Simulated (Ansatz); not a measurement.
`O=CB[TeH]` + CH₄ → `CB[TeH]` + `C=O` at 600 K and 1 bar (formal exchange of groups at a B–C bond).

Gas-phase electronic energies from Ansatz, PBE0-D4/def2-TZVP geometries. CCSD(T)/CBS is the MP2 limit (def2-TZVPP, def2-QZVPP) plus CCSD(T) − MP2 in def2-TZVPP, frozen cores. This one scheme is used for every species. def2 core potentials past Kr. For Te outer-core shells are correlated without core-valence functions, which leaves a few kJ/mol of doubt a bond. Each species was taken in one conformer, which may not be the lowest.

| species | CCSD(T)/CBS energy (Eh) | H − E (kJ/mol) | S (J/(mol·K)) |
| --- | --- | --- | --- |
| `O=CB[TeH]` | -407.52349 | 145.2 | 399.1 |
| CH₄ | -40.46206 | 140.4 | 215.7 |
| `CB[TeH]` | -333.59211 | 192.1 | 376.7 |
| `C=O` | -114.39408 | 92.5 | 246.7 |

H − E and S are ideal-gas, rigid-rotor, harmonic terms from PBE0-D4/def2-TZVP, for one conformer and one mirror image of each species. 1 Eh = 2625.50 kJ/mol, R = 8.31446 J/(mol·K).

Question: By hand: ΔE, ΔH, ΔS and ΔG.

Answer: ΔE = (-333.59211) + (-114.39408) − (-407.52349) − (-40.46206) = -0.00064 Eh = -1.7 kJ/mol. Δ(H − E) = 192.1 + 92.5 − 145.2 − 140.4 = -1.0, so ΔH = -2.7 kJ/mol. ΔS = 376.7 + 246.7 − 399.1 − 215.7 = 8.6 J/(mol·K). ΔG = -2.7 − 600 × (8.6)/1000 = -7.9 kJ/mol.

Question: By hand: the equilibrium constant, and the temperature at which ΔG would vanish if ΔH and ΔS stayed fixed.

Answer: log₁₀ K = −ΔG/(RT ln 10) = 0.7. ΔH and −TΔS have one sign here, so there is no such temperature. One of them is within its doubt of zero, so this could turn.

TΔS isn't small against ΔH here. A doubt of 5 kJ/mol in ΔE shifts log₁₀ K by 0.4 here. Other conformers and mirror images would add mixing entropy, several J/(mol·K) or more a flexible species. Modes under 60 cm⁻¹, often nearly free rotors, make the harmonic entropy too high. These are equilibria of isolated gas molecules and say nothing of rates. Largest T1 diagnostic: 0.017 (customary marks: 0.02 for closed shells, 0.045 for open ones).
